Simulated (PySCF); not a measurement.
SiOCl2, SMILES O=[Si](Cl)Cl. The structure is a stationary point at PBE0-D3(BJ)/def2-SVP.

Method: PBE0-D3(BJ)/def2-SVP in PySCF 2.14.0.

Harmonic wavenumbers (cm⁻¹): 198, 265, 286, 505, 647, 1275. Rotational constants (GHz): 4.772, 2.664, 1.709; symmetry number 2.

Task: Work out the zero-point energy and the ideal-gas rigid-rotor harmonic-oscillator thermochemistry at 298.15 K and 1 atm.

Result: ZPE = ½ Σ hcν = ½ × 3176 cm⁻¹ = 19.00 kJ/mol. H − E(el) = 33.74 kJ/mol. Entropy in J/(mol K): translation 167.92, rotation 107.60, vibration 26.49, total 302.01. G − E(el) = -56.31 kJ/mol. Cp = 65.11 J/(mol K).
